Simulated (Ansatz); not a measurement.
Calculated with Ansatz (gas phase, PBE0-D4/def2-TZVP geometries, no zero-point term in ΔE). CBS: MP2 limit from def2 TZ/QZ plus the TZ coupled-cluster correction, frozen cores. This one scheme is used for every species. For Br outer-core shells are correlated without core-valence functions, which leaves a few kJ/mol of doubt a bond. Scalar relativity is left out up to krypton. One conformer a species, not always the lowest.

Consider the ligand exchange at the Si–O bond: `CO[Si](N)(F)Cl` + HBr → `N[Si](F)(Cl)Br` + CH₃OH.

| species | CCSD(T)/CBS(def2) energy (Eh) |
| --- | --- |
| `CO[Si](N)(F)Cl` | -1019.79558 |
| HBr | -2573.91920 |
| `N[Si](F)(Cl)Br` | -3478.08790 |
| CH₃OH | -115.61712 |

Question: Work out ΔE.

Answer: ΔE = (-3478.08790) + (-115.61712) − (-1019.79558) − (-2573.91920) = 0.00976 Eh = +25.6 kJ/mol.

Largest T1 diagnostic among the species: 0.010.

In def2-TZVPP, CCSD(T) changes the Hartree–Fock value by −5.3 kJ/mol (the triples alone add −1.5 kJ/mol) and MP2 by −11.1 kJ/mol. From BLYP to BHLYP (50 % exact exchange), in def2-TZVPP and without D4, ΔE moves by +6.7 kJ/mol.
